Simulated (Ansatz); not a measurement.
Mulliken charges of `N=[CH][GeH2][SH]` from PBE/def2-TZVPP in Ansatz (PBE0-D4/def2-TZVP geometry).

```csv
atom,x (Å),y (Å),z (Å),charge (e)
N1,0.630,1.769,-0.567,-0.211
C2,-0.023,0.710,-0.797,-0.123
Ge3,0.444,-0.921,0.193,0.295
S4,-1.351,-1.602,1.322,-0.321
H5,0.285,2.554,-1.125,0.161
H6,-0.862,0.659,-1.506,0.071
H7,0.741,-2.083,-0.767,0.001
H8,1.621,-0.622,1.129,0.006
H9,-1.397,-0.509,2.101,0.121
```

By hand: the dipole of these point charges (1 e Å = 4.8032 D).

Σ q r = (0.261, 0.173, -0.178) e Å, of length 0.360 e Å = 1.73 D.

How does the dipole of the full density compare? (An estimate is asked.)

Computed: (-0.100, 0.172, -0.256) e Å, 1.56 D; the point charges give 1.11 times that, at 65° from its direction.

Point charges leave out the atoms' own dipoles, such as those of lone pairs, and Mulliken's split depends on the basis, so the two needn't agree.
